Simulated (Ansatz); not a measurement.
Basis-set extrapolation for `BO[SiH2]N` (PBE0-D4/def2-TZVP geometry, frozen core, Ansatz). Multiplicity 1, RHF reference.

```tsv
	def2-TZVPP	def2-QZVPP
HF	-446.621067	-446.638892
MP2 correlation	-0.674959	-0.725749
CCSD(T) correlation	-0.736850	not run
```

Energies in hartree. Use E(X) = E(∞) + A·exp(−7.88·√X) for Hartree–Fock and E(X) = E(∞) + B·X^(−2.97) for correlation, with X = 3 and 4, and add CCSD(T) minus MP2 of the smaller set to the MP2 limit.

Q: What is the CCSD(T) energy at the basis-set limit?

A: HF limit: -446.638892 + (-0.017825) × 0.13774 = -446.64135. MP2 limit: -0.725749 + (-0.050790) × 0.74074 = -0.76337. Higher-order term: -0.736850 − (-0.674959) = -0.06189. Total: -447.46661 hartree, 285.4 kJ/mol below CCSD(T)/def2-TZVPP.
